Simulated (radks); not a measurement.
The numbers below are computed, except where a source is named.
Charge is removed step by step from the 2s down level of the copper ion Cu+, starting from [He] 2s(up 1, down 1) 2p6 3s2 3p6 3d10. Code: a radial shooting solver on a logarithmic mesh with Libxc functionals. Model: scalar-relativistic Kohn-Sham, BLYP, spin-polarised, spherical densities, finite nucleus; Fermi nuclear charge, rms radius 3.8823 fm.

| removed (e) | E - E(0) (eV) | eigenvalue (eV) | E minus straight line (eV) |
|---|---|---|---|
| 0 | 0.000 | -1071.2 | 0.000 |
| 0.25 | 269.08 | -1082.2 | -4.246 |
| 0.5 | 540.96 | -1093.5 | -5.703 |
| 0.75 | 815.68 | -1105.0 | -4.307 |
| 1 | 1093.3 | -1116.7 | 0.000 |

Removing the whole electron costs 1093.3 eV by Delta-SCF, against 1071.2 eV from minus the eigenvalue at the starting occupation. Slater's transition state (half an electron removed) gives 1093.5 eV. Integrating minus the eigenvalue over the occupation (Janak's theorem) gives 1093.6 eV. In this scalar-relativistic scheme the density is built from large components alone, so the theorem holds only approximately. The mean slope of the eigenvalue, de/dn, is 45.6 eV per electron.
